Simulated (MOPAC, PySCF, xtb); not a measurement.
Constitutional and geometric isomers with formula CH4OSi. Isolated molecules, 0 K electronic values unless said otherwise. One relaxed conformer stands for each flexible species; it need not be the lowest. Strings in code marks are SMILES.

Quantity: electronic energy of isomers of CH4OSi relative to `C[SiH]=O`, in kcal/mol. Semi-empirical values (MOPAC) are differences of heats of formation.

Level 1: B3LYP-D3(BJ)/def2-TZVP (PySCF)
Level 2: PBE-D3(BJ)/def2-TZVP // B3LYP-D3(BJ)/def2-TZVP (PySCF)
Level 3: GFN2-xTB (xtb)
Level 4: PM6 // B3LYP-D3(BJ)/def2-TZVP (MOPAC)

```csv
species,level 1,level 2,level 3,level 4
`C=[SiH]O` (C–Si–O–H torsion 0°),13.4,14.0,…,24.4
`C1O[SiH2]1`,27.0,…,40.4,29.8
`OC=[SiH2]` (H–O–C–Si torsion 164°),57.3,54.1,83.2,…
```

### Question
Complete the blanks.

### Answer

- `C=[SiH]O` (C–Si–O–H torsion 0°), level 3: 43.7
- `C1O[SiH2]1`, level 2: 25.2
- `OC=[SiH2]` (H–O–C–Si torsion 164°), level 4: 67.8
